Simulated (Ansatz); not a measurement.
Ansatz results at the PBE0-D4/def2-TZVP geometry: size of the dipole moment (ωB97M-V/def2-TZVPP) 1.39 D; LUMO energy (B3LYP/def2-TZVPP) -1.43 eV; LUMO energy (PBE/def2-TZVPP) -1.88 eV.

Each molecule was computed in one conformer, which needn't be the lowest.

(1) Which molecule gave them?
A. `C[N](C)[Mg][SH]`
B. `C[O][Mg][NH2]`
C. `[SH][Mg][SH]`
D. `C[N](C)[Mg][F]`

Results:

(1) A. The others give `[SH][Mg][SH]`: 0.84, -1.72, -2.15; `C[N](C)[Mg][F]`: 1.71, -1.60, -2.03; `C[O][Mg][NH2]`: 0.62, -1.20, -1.63.

B3LYP here is the variant with VWN-RPA as its local correlation; programs differ in this.
